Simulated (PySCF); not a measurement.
Compound: C₅H₇OP.
SMILES with atom numbers: `[CH3:1][CH2:2][c:3]1[cH:4][o:5][cH:6][p:7]1`

Structure used (GFN2-xTB), in Å, numbered top down from 1:
```xyz
14
C5H7OP angstrom
C     -1.9525    0.2030    0.9623
C     -1.1381   -0.4029   -0.1792
C      0.3075   -0.0447   -0.0492
C      1.3088   -0.9137    0.2435
O      2.5317   -0.3859    0.3427
C      2.4992    0.9331    0.1275
P      0.9658    1.6038   -0.2100
H     -3.0062   -0.0414    0.8519
H     -1.8418    1.2859    0.9616
H     -1.6047   -0.1784    1.9199
H     -1.2417   -1.4904   -0.1752
H     -1.5220   -0.0267   -1.1309
H      1.2438   -1.9763    0.4018
H      3.4495    1.4342    0.1913
```

NICS is the negative of the GIAO shielding at a point without a nucleus: at the ring centre (0) and 1 Å above and below it (1); zz is the component along the ring normal. Level: GIAO PBE0/pcSseg-1 (PySCF, non-relativistic, gas phase) on the GFN2-xTB geometry, one conformer.

Ring bond lengths (Å), with Mayer bond orders in brackets: C3–C4 1.358 (1.61), C4–O5 1.336 (1.06), O5–C6 1.337 (1.09), C6–P7 1.707 (1.55), P7–C3 1.782 (1.14).

What do the NICS probes read (ppm)?

```csv
ring,type,NICS(0),"NICS(1), two faces","NICS(1)zz, two faces",rms pucker (Å),"centre to ring atoms, mean (Å)"
C3–C4–O5–C6–P7,5-membered ring with O and P; formal bonds all aromatic,-11.5,-10.9 / -10.9,-25.4 / -25.9,0.00,1.27
```

What do they say, and how far can they be read as aromaticity?

- C3–C4–O5–C6–P7: mean NICS(1)zz -25.7 ppm, shielded.

What does the geometric index give? HOMA = 1 − mean of α(R − Ropt)² over the ring bonds, with Krygowski's 1993 parameters (CC: Ropt 1.388 Å, α 257.7 Å⁻²; CO: Ropt 1.265 Å, α 157.38 Å⁻²; CP: Ropt 1.698 Å, α 118.91 Å⁻²).

- C3–C4–O5–C6–P7: HOMA 0.46; the largest term is that of P7–C3, α(R − Ropt)² = 0.85.

What is the mean of the two in-plane components of NICS at the second NICS(1) probe listed for ring C3–C4–O5–C6–P7, 1 Å off the ring?

The isotropic value is a third of the trace: (3 × -10.9 − (-25.9))/2 = -3.4 ppm.

How shielded are the nuclei of the rings and their hydrogens (means over atoms taken as equivalent)?

```
atoms                        environment  σ isotropic (ppm)  principal values of the symmetric part, first atom (ppm)
   C3        substituted aromatic carbon               31.4                                         -58.3, 7.2, 145.3
   C4  aromatic CH next to a ring oxygen               36.3                                         -47.8, 59.9, 96.8
   O5                  furan-type oxygen              -15.1                                      -234.2, -47.3, 236.1
   C6  aromatic CH next to a ring oxygen               -3.2                                        -148.5, 39.5, 99.4
   P7           phosphorus bonded to 2 C              185.6                                       -27.5, 111.6, 472.7
  H13                  aromatic hydrogen              23.67                                          20.6, 23.4, 27.1
  H14                  aromatic hydrogen              22.81                                          20.7, 21.3, 26.4
```
